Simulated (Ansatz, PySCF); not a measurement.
Lewis adduct: AlH3 (SMILES [AlH3]) (first 4 atoms) with H2O (SMILES O); geometry from B3LYP-D3(BJ)/def2-TZVP, rigid monomers moved along the line of their centres of mass till Al1···O5 is 2.35 Å.
(charge 0, multiplicity 1):
```xyz
7

Al    -0.02131     0.21827     0.32569
H      0.60330    -0.93481    -0.56573
H     -1.60833     0.38573     0.33738
H      0.86874     1.50996     0.61919
O      0.12837    -0.65633     2.50266
H     -0.73668    -0.75793     2.92027
H      0.67647    -0.11171     3.08232
```

Counterpoise-corrected where a basis set is named; no monomer relaxation.

Cores are frozen in the correlated methods. CBS(a, b) extrapolates the correlation energy as X⁻³ and adds the Hartree–Fock energy of set b.

Codes used: Ansatz (Gaussian orbitals); PySCF for the dispersion terms. 

PBE/def2-TZVPPD gives -18.33 kcal/mol for the interaction energy.

Question: Predict the shift from PBE, with its sign, for: PBE-D3(BJ)/def2-TZVPPD, r2SCAN/def2-TZVPPD, B3LYP/def2-TZVPPD, wB97M-V/def2-TZVPPD, MP2/CBS(aug-cc-pV(D+d)Z, aug-cc-pV(T+d)Z), CCSD(T)/CBS(aug-cc-pV(D+d)Z, aug-cc-pV(T+d)Z).

Answer: PBE-D3(BJ)/def2-TZVPPD -0.83; r2SCAN/def2-TZVPPD -1.96; B3LYP/def2-TZVPPD 0.97; wB97M-V/def2-TZVPPD -1.49; MP2/CBS(aug-cc-pV(D+d)Z, aug-cc-pV(T+d)Z) -1.05; CCSD(T)/CBS(aug-cc-pV(D+d)Z, aug-cc-pV(T+d)Z) -0.95 kcal/mol. 1 of 6 lie above PBE; the widest gap is to r2SCAN/def2-TZVPPD.

Ansatz is a first-principles code.
